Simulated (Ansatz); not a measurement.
Consider the cleavage of the Si–B bond: `O[SiH2]BO[SiH3]` + `C[SiH2]N` → `C[SiH2]N[SiH2]O` + `BO[SiH3]`.

Calculated with Ansatz (gas phase, PBE0-D4/def2-TZVP geometries, no zero-point term in ΔE). CCSD(T)/CBS adds triple-zeta CCSD(T) − MP2 to the extrapolated MP2 energy (def2 sets, frozen cores). Functionals use def2-TZVPP. B3LYP here is the variant with VWN-RPA as its local correlation; programs differ in this. Each species was taken in one conformer, which may not be the lowest.

```csv
level,ΔE (kJ/mol),difference from CCSD(T)/CBS
PBE-D4,-94.2,17.9
r2SCAN-D4,-107.6,4.5
PBE0-D4,-100.9,11.2
B3LYP-D4,-109.3,2.8
ωB97X-V,-108.0,4.1
ωB97M-V,-113.7,-1.6
B2PLYP,-111.6,0.5
PBE,-91.2,20.9
r2SCAN,-106.8,5.3
PBE0,-98.3,13.8
B3LYP,-104.5,7.6
HF/def2-TZVPP,-120.6,-8.5
MP2/def2-TZVPP,-120.7,-8.6
SCS-MP2/def2-TZVPP,-119.4,-7.3
CCSD/def2-TZVPP,-112.6,-0.5
CCSD(T)/def2-TZVPP,-112.0,0.1
HF/def2-QZVPP,-121.8,-9.7
MP2/def2-QZVPP,-121.1,-9.0
SCS-MP2/def2-QZVPP,-119.8,-7.7
HF/CBS(def2),-122.0,-9.9
MP2/CBS(def2),-120.7,-8.6
CCSD/CBS(def2),-112.7,-0.6
CCSD(T)/CBS,-112.1,0
```

Largest T1 diagnostic among the species: 0.013.

From PBE to PBE0 (25 % exact exchange), in def2-TZVPP and without D4, ΔE moves by −7.1 kJ/mol. The D4 term adds −4.9 kJ/mol with B3LYP and −2.6 kJ/mol with PBE0; it sums over pairs of atoms, weighted by their polarisabilities, and B3LYP, whose exchange is more repulsive, gets the larger term.
